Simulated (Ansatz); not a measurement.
`C[SiH2][SiH2]N` → `CN[SiH2][SiH3]`  (isomerisation)

Calculated with Ansatz (gas phase, PBE0-D4/def2-TZVP geometries, no zero-point term in ΔE). CBS: MP2 limit from def2 TZ/QZ plus the TZ coupled-cluster correction, frozen cores. DFT in def2-TZVPP. Each species was taken in one conformer, which may not be the lowest.

```csv
level,ΔE (kJ/mol)
LDA (SPW92),72.5
r2SCAN0,80.1
CAM-B3LYP,74.5
MP2/def2-TZVPP,81.2
```

Task: What does CCSD(T)/CBS give? (Estimate.)

Result: Computed: +79.1 kJ/mol. The listed levels differ from it by -6.6, 1.0, -4.6, 2.1 kJ/mol.

Largest T1 diagnostic among the species: 0.012.

In def2-TZVPP, CCSD(T) changes the Hartree–Fock value by +4.9 kJ/mol (the triples alone add +0.2 kJ/mol) and MP2 by +9.9 kJ/mol. Leaving LDA and LC-ωPBE aside and taking each functional with its dispersion term where it has one, the values, not all of them listed here, spread over 8.5 kJ/mol, from BLYP-D4 to r2SCAN0-D4. At CCSD(T), def2-SVP lies −21.1 kJ/mol from the extrapolated value and def2-TZVPP −2.9 kJ/mol.

CCSD(T)/CBS has its own doubt, a few kJ/mol and more with outer-core shells, so smaller differences from it don't rank the levels.
